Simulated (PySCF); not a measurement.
A geometry optimisation on `[F][GeH]([F])[Ge]([F])([F])[F]`.

Method: PBE0-D3(BJ)/def2-SVP geometry optimisation, gas phase (PySCF 2.14.0). Start geometry: GFN2-xTB. The command runs a driver script over a list of jobs; the input below is this job's line of settings and its coordinates in Å.

Command:
```bash
OMP_NUM_THREADS=1 python probes_run.py task.json out
```

Input:
```
{"job": {"xc": "PBE0", "basis": "def2-SVP", "d3": "d3bj", "grid": 1, "shake": 0.01, "kind": "geom"}, "charge": 0, "multiplicity": 1}
F     -1.790200    -1.269580     1.142100
Ge    -1.283050    -0.171500    -0.110030
F     -2.100360     1.294800     0.340480
Ge     1.225390     0.139550     0.026160
F      1.993950     0.667740     1.470190
F      1.820220     1.254090    -1.160540
F      2.106210    -1.304840    -0.363390
H     -1.917030    -0.629400    -1.397430
```

Question: Estimate the output.

Answer: 
```
step   0  E = -4652.09849071  max force = 0.019847
step   1  E = -4652.10423526  max force = 0.008496
step   2  E = -4652.10475776  max force = 0.002537
step   3  E = -4652.10479656  max force = 0.001020
step   4  E = -4652.10483564  max force = 0.001381
step   5  E = -4652.10486052  max force = 0.001913
step   6  E = -4652.10488269  max force = 0.001487
step   7  E = -4652.10489930  max force = 0.001141
step   8  E = -4652.10492473  max force = 0.000679
step   9  E = -4652.10494714  max force = 0.000928
step  10  E = -4652.10496015  max force = 0.000519
step  11  E = -4652.10496773  max force = 0.000287
optimisation converged
```

Energies in Eh; «max force» is the largest Cartesian gradient component in Eh/bohr.

Question: How much energy does the optimisation release, in eV?

Answer: E(step 0) − E(last step) = 0.006477 Eh, which is 0.176 eV.

Question: Give the first gradient maximum in eV/Å.

Answer: With 1 Eh/bohr = 51.422 eV/Å, 1.021 eV/Å.

Summary of the converged run: final energy -4652.10497 Eh after 11 steps; dipole 2.75 D.

Question: Give the final coordinates.

Answer: 0.145 Å rms from the input after alignment:
```
atom  x, y, z in Å
F1    -1.5613   -1.2168    1.2859
Ge2   -1.2339   -0.1293   -0.0121
F3    -1.8629    1.3987    0.4822
Ge4    1.1802    0.0968   -0.0967
F5     1.8837    0.7357    1.3310
F6     1.6723    1.1156   -1.3915
F7     1.9355   -1.4213   -0.3788
H8    -1.9586   -0.5985   -1.2724
```

On one thread of an Arm Neoverse V1, no GPU (shared host), this took 2.4 min of wall time and 0.61 GiB of memory at its peak.
Labels such as C1 count atoms from 1, the log's own numbers from 0.
